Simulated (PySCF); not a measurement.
Compound: C6H9F2N.
Numbering: `[F:1][CH:2]([F:3])[C:4]1([C@H:5]2[CH2:6][NH:7]2)[CH2:8][CH2:9]1`

Cartesian coordinates in Å at the GFN2-xTB level; atoms count from 1:
```xyz
18
C6H9F2N angstrom
F     -1.4226   -2.2187   -0.2859
C     -1.3717   -0.9484   -0.7704
F     -0.8688   -1.0596   -2.0278
C     -0.5073   -0.0661    0.0933
C      0.9054   -0.5640    0.2219
C      1.9399   -0.1455   -0.7526
N      1.9043    0.4149    0.5788
C     -0.7709    1.4121    0.0680
C     -1.1606    0.6104    1.2684
H     -2.4083   -0.5876   -0.8592
H      0.9729   -1.5683    0.6361
H      2.7178   -0.8485   -1.0245
H      1.6584    0.5411   -1.5388
H      2.6260    0.0676    1.2014
H      0.0944    2.0496    0.1506
H     -1.5461    1.7828   -0.5852
H     -0.5648    0.7156    2.1607
H     -2.2067    0.4186    1.4535
```

NICS is the negative of the GIAO shielding at a point without a nucleus: at the ring centre (0) and 1 Å above and below it (1); zz is the component along the ring normal. Level: GIAO PBE0/pcSseg-1 (PySCF, non-relativistic, gas phase) on the GFN2-xTB geometry, one conformer.

Ring bond lengths (Å), with Mayer bond orders in brackets: C4–C8 1.502 (0.94), C8–C9 1.495 (0.97), C9–C4 1.505 (0.93); C5–C6 1.482 (0.97), C6–N7 1.445 (0.95), N7–C5 1.443 (0.97).

Give the NICS values of each ring in ppm.

```tsv
ring	type	NICS(0)	NICS(1), two faces	NICS(1)zz, two faces	rms pucker (Å)	centre to ring atoms, mean (Å)
C4–C8–C9	3-membered carbocycle; formal bonds all single	-44.7	-9.7 / -8.9	-23.8 / -23.3	0.00	0.87
C5–C6–N7	3-membered ring with N; formal bonds all single	-46.8	-8.5 / -7.7	-23.8 / -24.6	0.00	0.84
```

What can be read from them?

- C4–C8–C9: mean NICS(1)zz -23.6 ppm, shielded. C4, C8, C9 have four or more neighbours, and the NICS criterion for π rings isn't applied. NICS(0) lies 35 ppm below the mean NICS(1).
- C5–C6–N7: mean NICS(1)zz -24.2 ppm, shielded. C5, C6 have four or more neighbours, and the NICS criterion for π rings isn't applied. NICS(0) lies 39 ppm below the mean NICS(1).

At the first NICS(1) probe listed for ring C5–C6–N7, 1 Å off the ring, what do the in-plane components average?

The isotropic value is a third of the trace: (3 × -8.5 − (-23.8))/2 = -0.8 ppm.

What are the shieldings of the ring atoms and their hydrogens in the same run (means over atoms taken as equivalent)?

```csv
atoms,environment,σ isotropic (ppm),"principal values of the symmetric part, first atom (ppm)"
C4,three-membered-ring carbon,158.6,"122.7, 145.8, 207.4"
C5,sp3 carbon bound to nitrogen,162.0,"121.5, 154.2, 210.4"
C6,sp3 carbon bound to nitrogen,162.0,"131.0, 157.1, 197.8"
N7,secondary amine nitrogen,250.5,"177.9, 265.1, 308.4"
C8,three-membered-ring carbon,182.2,"156.4, 183.2, 206.9"
C9,three-membered-ring carbon,177.5,"150.6, 177.8, 204.2"
H11,methine hydrogen,29.16,"21.5, 27.7, 38.2"
H12,methylene hydrogen,29.82,"24.5, 25.7, 39.3"
H13,methylene hydrogen,30.44,"24.8, 28.9, 37.6"
H14,N–H hydrogen,31.85,"23.6, 25.0, 46.9"
H15,methylene hydrogen,30.72,"23.5, 30.4, 38.3"
H16,methylene hydrogen,31.57,"25.8, 27.2, 41.7"
H17,methylene hydrogen,31.05,"24.6, 29.2, 39.3"
H18,methylene hydrogen,31.17,"25.4, 27.0, 41.1"
```

The list is cut; further classes of hydrogen are left out.
